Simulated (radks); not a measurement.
The numbers below are computed, except where a source is named.
Os II, 75 electrons, occupied as [Xe] 4f14 5d6 6s1 (the NIST ground configuration).

Code: a radial shooting solver on a logarithmic mesh with Libxc functionals. Model: scalar-relativistic Kohn-Sham, Slater X-alpha with alpha = 0.881, spin-polarised, spherical densities, point nucleus; open shells are filled with parallel spins first (spin-orbit coupling, left out, can overturn this in heavy ions).

Energy parts (hartree):
| part | energy |
|---|---|
| total | -17339.8378 |
| kinetic | 19224.6504 |
| electron-nucleus | -42896.8284 |
| Hartree | 6758.4224 |
| exchange | -426.0822 |

Orbitals (lengths in bohr, moments of r in powers of bohr; r(90%) holds 90 % of the orbital's charge):
orbital  occ.  eigenvalue (hartree)      <r^2>  r(90%)
1s up       1             -2722.217  0.0004326  0.0323
1s down     1             -2722.216  0.0004326  0.0323
2s up       1             -475.7465   0.006618   0.116
2s down     1             -475.7353   0.006618   0.116
2p up       3             -414.7909   0.005507   0.109
2p down     3             -414.7815   0.005507   0.109
3s up       1             -111.3112    0.04276   0.284
3s down     1             -111.3063    0.04276   0.284
3p up       3             -93.38391    0.04359   0.290
3p down     3             -93.37866    0.04359   0.290
3d up       5             -73.35239    0.03605   0.272
3d down     5             -73.34441    0.03605   0.272
4s up       1             -23.89953     0.2089   0.617
4s down     1             -23.88826     0.2088   0.617
4p up       3             -17.99999     0.2377   0.664
4p down     3             -17.98830     0.2375   0.663
4d up       5             -10.66568     0.2729   0.726
4d down     5             -10.65115     0.2723   0.725
5s up       1              -3.84351      1.123    1.43
5s down     1              -3.74007      1.103    1.42
4f up       7              -2.47969     0.3696   0.893
4f down     7              -2.45534     0.3627   0.883
5p up       3              -2.33503      1.523    1.69
5p down     3              -2.20300      1.485    1.66
5d up       5              -0.65710      3.323    2.60
6s up       1              -0.57456      7.744    3.80
5d down     1              -0.48200      3.345    2.62
6s down     0              -0.40769      8.924    4.14

The highest occupied level is 5d down at -13.116 eV. Spin moment in Bohr magnetons: 5. Summed over all electrons, <r^2> = 49.40 bohr^2, which gives a Langevin (diamagnetic) susceptibility term of -39.1 x 10^-6 cm^3/mol. The density falls to 0.001 e/bohr^3 at r = 4.00 bohr.
